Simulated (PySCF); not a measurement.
In(Cl)(Br)(Me) (CH₃BrClIn), SMILES [CH3][In]([Cl])[Br].

Coordinates come from a PBE0-D3(BJ)/def2-SVP optimisation. The structure was generated by enumeration; whether it is a known compound was not checked. The def2 effective core potentials stand for the cores of In; spin–orbit coupling is left out.

Calculation: PBE0-D3(BJ)/def2-SVP in PySCF.

Frequencies are harmonic and unscaled.

Computed harmonic wavenumbers and intensities:
```csv
mode,ν (cm⁻¹),IR (km/mol),moving atoms (share of kinetic energy)
1,4,0.0,H 99 %
2,84,4.5,"Cl 33 %, Br 26 %, In 22 %, C 14 %"
3,99,5.5,"C 41 %, Cl 27 %, H 19 %, In 8 %"
4,103,4.6,"In 38 %, C 28 %, H 15 %, Cl 13 %"
5,252,27.5,"Br 61 %, In 34 %"
6,366,49.8,"Cl 76 %, In 22 %"
7,519,16.1,"C 69 %, H 17 %, In 13 %"
8,723,26.1,"H 85 %, C 14 %"
9,751,56.5,"H 84 %, C 15 %"
10,1182,1.4,"H 83 %, C 17 %"
11,1423,2.1,H 95 %
12,1426,4.1,H 95 %
13,3079,0.9,H 98 %
14,3202,0.1,"H 90 %, C 10 %"
15,3216,0.3,"H 90 %, C 10 %"
```
